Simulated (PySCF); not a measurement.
Computed shifts of a molecule C₅H₇N, PySCF with HF/pcSseg-1, GIAO, gas phase, equivalent atoms averaged, in ppm (number of nuclei): ¹³C: 180.5 (1), 158.3 (1), 146.8 (1), 66.1 (1), 15.1 (1). ¹⁵N: 396.2 (1). ¹H: 8.48 (1), 7.63 (1), 4.47 (2), 2.44 (3). References: ¹³C against TMS (σ = 192.6 ppm); ¹⁵N against NH3 (σ = 267.3 ppm); ¹H against TMS (σ = 31.99 ppm), references at their B3LYP-D3(BJ)/def2-TZVP geometries, non-relativistic. Coordinates come from a B3LYP-D3(BJ)/def2-SVP optimisation. The values are those of a single conformer.

Q: Pick the molecule that these values belong to.
A) CC1=CCN=C1
B) C#C/C=N/CC
C) Cc1cc[nH]c1
D) C=C[C@@H](C)C#N

A: A, CC1=CCN=C1
